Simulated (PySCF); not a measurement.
PySCF input (TPSS/def2-TZVPD):

```python
from pyscf import gto, scf, dft

mol = gto.M(
    atom='''
    O     1.46243519   -0.27158860    0.05994183
    C     0.24139465   -0.07905500    0.00928273
    C    -1.11361313   -0.60521022   -0.06015192
    C    -0.85028880    0.75894935   -0.02411318
    H    -1.36443788    1.72460404   -0.02964051
    ''',
    basis='def2-tzvpd',
    charge=-1,
    spin=0,
    verbose=4,
)

mf = dft.RKS(mol, xc='tpss').density_fit(auxbasis='def2-universal-jkfit')
mf.grids.level = 3
mf.conv_tol = 1e-9
mf.max_cycle = 100
mf.max_memory = 1500
mf.kernel()
if not mf.converged:
    mf = mf.newton()
    mf.kernel(mf.make_rdm1())
mf.analyze()
```

Output:

```
PySCF version 2.14.0

[INPUT] verbose = 4
[INPUT] num. atoms = 5
[INPUT] num. electrons = 28
[INPUT] charge = -1
[INPUT] spin (= nelec alpha-beta = 2S) = 0
[INPUT] symmetry False subgroup None
[INPUT] Mole.unit = angstrom
[INPUT] Symbol           X                Y                Z      unit          X                Y                Z       unit  Magmom
[INPUT]  1 O      1.462435190000  -0.271588600000   0.059941830000 AA    2.763601984026  -0.513228072554   0.113273642105 Bohr   0.0
[INPUT]  2 C      0.241394650000  -0.079055000000   0.009282730000 AA    0.456169776435  -0.149392298777   0.017541817388 Bohr   0.0
[INPUT]  3 C     -1.113613130000  -0.605210220000  -0.060151920000 AA   -2.104423824420  -1.143681563588  -0.113670654667 Bohr   0.0
[INPUT]  4 C     -0.850288800000   0.758949350000  -0.024113180000 AA   -1.606812958785   1.434206413917  -0.045567306192 Bohr   0.0
[INPUT]  5 H     -1.364437880000   1.724604040000  -0.029640510000 AA   -2.578413907182   3.259029308918  -0.056012446092 Bohr   0.0

nuclear repulsion = 87.7569081185243
number of shells = 58
number of NR pGTOs = 222
number of NR cGTOs = 160
basis = def2-tzvpd
ecp = {}

******** <class 'pyscf.df.df_jk.DFRKS'> ********
method = DFRKS
initial guess = minao
damping factor = 0
level_shift factor = 0
DIIS = <class 'pyscf.scf.diis.CDIIS'>
diis_start_cycle = 1
diis_space = 8
diis_damp = 0
SCF conv_tol = 1e-09
SCF conv_tol_grad = None
SCF max_cycles = 100
direct_scf = False
XC library pyscf.dft.libxc version 7.1.2
    S. Lehtola, C. Steigemann, M. J. T. Oliveira, and M. A. L. Marques,  SoftwareX 7, 1–5 (2018)
XC functionals = tpss
    J. Tao, J. P. Perdew, V. N. Staroverov, and G. E. Scuseria,  Phys. Rev. Lett. 91, 146401 (2003)
    J. P. Perdew, J. Tao, V. N. Staroverov, and G. E. Scuseria,  J. Chem. Phys. 120, 6898 (2004)
    J. Tao, J. P. Perdew, V. N. Staroverov, and G. E. Scuseria,  Phys. Rev. Lett. 91, 146401 (2003)
    J. P. Perdew, J. Tao, V. N. Staroverov, and G. E. Scuseria,  J. Chem. Phys. 120, 6898 (2004)
radial grids:
    Treutler-Ahlrichs [JCP 102, 346 (1995); DOI:10.1063/1.469408] (M4) radial grids

becke partition: Becke, JCP 88, 2547 (1988); DOI:10.1063/1.454033
pruning grids: <function nwchem_prune>
grids dens level: 3
symmetrized grids: False
atomic radii adjust function: <function treutler_atomic_radii_adjust>
small_rho_cutoff = 0
Set gradient conv threshold to 3.16228e-05
Initial guess from minao.
tot grids = 66248
init E= -190.671889343895
  HOMO = -0.250979021070599  LUMO = -0.0931670251676913  gap/eV = 4.29428
cycle= 1 E= -189.980895535876  delta_E= 0.691  |g|=  0.9  |ddm|= 2.37
  HOMO = 0.142957704385072  LUMO = 0.19073058605828  gap/eV = 1.29997
cycle= 2 E= -187.198396782874  delta_E= 2.78  |g|=  2.9  |ddm|=  365
[...]
cycle= 12 E= -190.160011092796  delta_E= -3.35e-11  |g|= 1.67e-06  |ddm|= 5.81e-05
  HOMO = 0.0443239689049797  LUMO = 0.146575124180095  gap/eV = 2.78240
Extra cycle  E= -190.160011092794  delta_E= 1.48e-12  |g|= 3.1e-06  |ddm|= 2.4e-05
converged SCF energy = -190.160011092794
**** SCF Summaries ****
Total Energy =                        -190.160011092794036
Nuclear Repulsion Energy =              87.756908118524336
One-electron Energy =                 -437.464542887449795
Two-electron Energy =                  159.547623676131423
Two-electron Coulomb Energy =          184.969575371563622
DFT Exchange-Correlation Energy =      -25.421951695432188
HOMO-LUMO gap [eV] =                     2.782395657182112
**** MO energy ****
MO #1   energy= -18.6503300046953  occ= 2
MO #2   energy= -9.84815271160043  occ= 2
MO #3   energy= -9.80327236021762  occ= 2
MO #4   energy= -9.77569846195867  occ= 2
MO #5   energy= -0.737585046133891 occ= 2
MO #6   energy= -0.60522648569496  occ= 2
MO #7   energy= -0.323960846656913 occ= 2
MO #8   energy= -0.232695589663685 occ= 2
MO #9   energy= -0.188002960401228 occ= 2
MO #10  energy= -0.16409421385449  occ= 2
MO #11  energy= -0.107579839612352 occ= 2
MO #12  energy= -0.0433163675285638 occ= 2
MO #13  energy= -0.0344607682342856 occ= 2
MO #14  energy= 0.0443239689049797 occ= 2
MO #15  energy= 0.146575124180095  occ= 0
MO #16  energy= 0.159266278701414  occ= 0
MO #17  energy= 0.160699605017998  occ= 0
MO #18  energy= 0.191117283456642  occ= 0
MO #19  energy= 0.195304800364948  occ= 0
MO #20  energy= 0.212511561476574  occ= 0
MO #21  energy= 0.221952832083326  occ= 0
MO #22  energy= 0.222312795516526  occ= 0
MO #23  energy= 0.257822344058454  occ= 0
MO #24  energy= 0.291649846427855  occ= 0
MO #25  energy= 0.311244180497595  occ= 0
MO #26  energy= 0.319615388445414  occ= 0
MO #27  energy= 0.331765588613029  occ= 0
MO #28  energy= 0.347796795536652  occ= 0
MO #29  energy= 0.348399823462959  occ= 0
MO #30  energy= 0.378215346655367  occ= 0
MO #31  energy= 0.388018127893084  occ= 0
MO #32  energy= 0.395295731853839  occ= 0
MO #33  energy= 0.416325552935274  occ= 0
MO #34  energy= 0.419697182879876  occ= 0
MO #35  energy= 0.437494172973654  occ= 0
MO #36  energy= 0.441575997199286  occ= 0
MO #37  energy= 0.463002707263422  occ= 0
MO #38  energy= 0.470113831563591  occ= 0
MO #39  energy= 0.477419620848398  occ= 0
MO #40  energy= 0.494719591999972  occ= 0
MO #41  energy= 0.497597402979994  occ= 0
MO #42  energy= 0.50972885547174   occ= 0
MO #43  energy= 0.529627951868259  occ= 0
MO #44  energy= 0.538331331253036  occ= 0
MO #45  energy= 0.55777349023845   occ= 0
MO #46  energy= 0.574058197448945  occ= 0
MO #47  energy= 0.63245511794282   occ= 0
MO #48  energy= 0.640134946271317  occ= 0
MO #49  energy= 0.661136125458217  occ= 0
MO #50  energy= 0.687819408209614  occ= 0
MO #51  energy= 0.690720736988574  occ= 0
MO #52  energy= 0.701291641941114  occ= 0
MO #53  energy= 0.707778573348066  occ= 0
MO #54  energy= 0.73117653425302   occ= 0
MO #55  energy= 0.758678730047417  occ= 0
MO #56  energy= 0.767588519969631  occ= 0
MO #57  energy= 0.771434063602682  occ= 0
MO #58  energy= 0.787777368806552  occ= 0
MO #59  energy= 0.819613669195811  occ= 0
MO #60  energy= 0.833124596360802  occ= 0
MO #61  energy= 0.858723842394657  occ= 0
MO #62  energy= 0.881565425471928  occ= 0
MO #63  energy= 0.89401860911532   occ= 0
MO #64  energy= 0.96329716676135   occ= 0
MO #65  energy= 0.998495912401331  occ= 0
MO #66  energy= 1.00471873770638   occ= 0
MO #67  energy= 1.01405771119173   occ= 0
MO #68  energy= 1.05237360832367   occ= 0
MO #69  energy= 1.09844993401144   occ= 0
MO #70  energy= 1.123714485207     occ= 0
MO #71  energy= 1.12548495383846   occ= 0
MO #72  energy= 1.25051466521924   occ= 0
MO #73  energy= 1.30003589938575   occ= 0
MO #74  energy= 1.33259962315831   occ= 0
MO #75  energy= 1.35132908439045   occ= 0
MO #76  energy= 1.36300637267501   occ= 0
MO #77  energy= 1.37118822876202   occ= 0
MO #78  energy= 1.45660651077365   occ= 0
MO #79  energy= 1.45897946916169   occ= 0
MO #80  energy= 1.52369759077326   occ= 0
MO #81  energy= 1.55650961033687   occ= 0
MO #82  energy= 1.64930163399934   occ= 0
MO #83  energy= 1.65609783042902   occ= 0
MO #84  energy= 1.79502254276418   occ= 0
MO #85  energy= 1.87163690412666   occ= 0
MO #86  energy= 1.92866895240333   occ= 0
MO #87  energy= 1.93173288568668   occ= 0
MO #88  energy= 1.96263731648149   occ= 0
MO #89  energy= 1.97969524739022   occ= 0
MO #90  energy= 2.05275604509532   occ= 0
MO #91  energy= 2.06638378431213   occ= 0
MO #92  energy= 2.11522229748587   occ= 0
MO #93  energy= 2.1723152576554    occ= 0
MO #94  energy= 2.19800530709573   occ= 0
MO #95  energy= 2.25940743130224   occ= 0
MO #96  energy= 2.32170390675019   occ= 0
MO #97  energy= 2.42277557874775   occ= 0
MO #98  energy= 2.42960758959096   occ= 0
MO #99  energy= 2.45748512321051   occ= 0
MO #100 energy= 2.49308521649532   occ= 0
MO #101 energy= 2.63984128324096   occ= 0
MO #102 energy= 2.64638791163807   occ= 0
MO #103 energy= 2.69444252562053   occ= 0
MO #104 energy= 2.7761842098995    occ= 0
MO #105 energy= 2.83716286752042   occ= 0
MO #106 energy= 2.88700095261055   occ= 0
MO #107 energy= 2.88912356491633   occ= 0
[...]
```

It need not be the lowest isomer of its formula. Whether it binds its extra electron was not tested at this geometry.
